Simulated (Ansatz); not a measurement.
A nudged elastic band was laid between two geometries of ClFGaH3O2 (8 atoms, charge 0, multiplicity 1).

The calculation used RKS PBE/def2-SVP in Ansatz 0.2.0.

- movable images: 7
- climbing image: yes
- spring: 5.0 eV/Å²
- optimiser: quadratic models (default)
- start path: through a guess of the saddle point
- force threshold: 0.03 eV/Å
- iteration limit: 60
- end points: relaxed

Image 0:

```xyz
8
Properties=species:S:1:pos:R:3
Ga -0.029 -0.150 -0.110
Cl 0.057 -0.450 2.116
O 1.478 -0.346 -1.049
H 2.246 -0.457 -0.459
O -1.620 -0.252 -0.917
H -2.341 -0.314 -0.263
F 0.065 1.951 0.635
H 0.089 1.530 1.510
```

Image 8:

```xyz
8
Properties=species:S:1:pos:R:3
Ga 0.063 -0.165 0.110
Cl -0.179 -0.340 2.316
O 1.739 -0.399 -0.469
H 1.755 -0.479 -1.442
O -1.374 -0.320 -0.953
H -2.199 -0.365 -0.434
F 0.100 1.970 0.717
H 0.042 1.612 1.617
```

**Question.** What changes between the two ends?

**Answer.** No bond is made or broken.

**Question.** What energy profile does the band end with?

**Answer.** The forces met the threshold. The highest image is number 6 of 0 to 8, 5.4 kJ/mol above the first end and 5.9 kJ/mol above the last; the last end lies 0.6 kJ/mol below the first. A vibrational analysis at the climbing image gives one clearly imaginary mode, 193i cm⁻¹: a first-order saddle point.

| image | path coordinate (Å) | energy (kJ/mol) |
| --- | --- | --- |
| 0 | 0.00 | 0.0 |
| 1 | 0.15 | 0.4 |
| 2 | 0.31 | 1.4 |
| 3 | 0.46 | 2.8 |
| 4 | 0.61 | 4.2 |
| 5 | 0.77 | 5.1 |
| 6 | 0.92 | 5.4 |
| 7 | 1.45 | 2.7 |
| 8 | 1.99 | -0.6 |

**Question.** What is the geometry of the highest image?

**Answer.** 
```xyz
8
Properties=species:S:1:pos:R:3
Ga 0.029 -0.046 -0.044
Cl -0.054 -0.432 2.171
O 1.635 -0.007 -0.837
H 2.013 -0.902 -0.915
O -1.515 -0.244 -0.932
H -2.253 -0.399 -0.312
F 0.043 1.984 0.728
H 0.049 1.559 1.605
```

**Question.** What are the harmonic wavenumbers there?

**Answer.** 193i, 118, 149, 160, 170, 209, 236, 306, 365, 579, 649, 716, 812, 830, 875, 3220, 3730, 3742 cm⁻¹.

Time of the run: 5.5 min on 2 threads of Arm Neoverse V1 (shared host), peak memory 0.15 GiB.
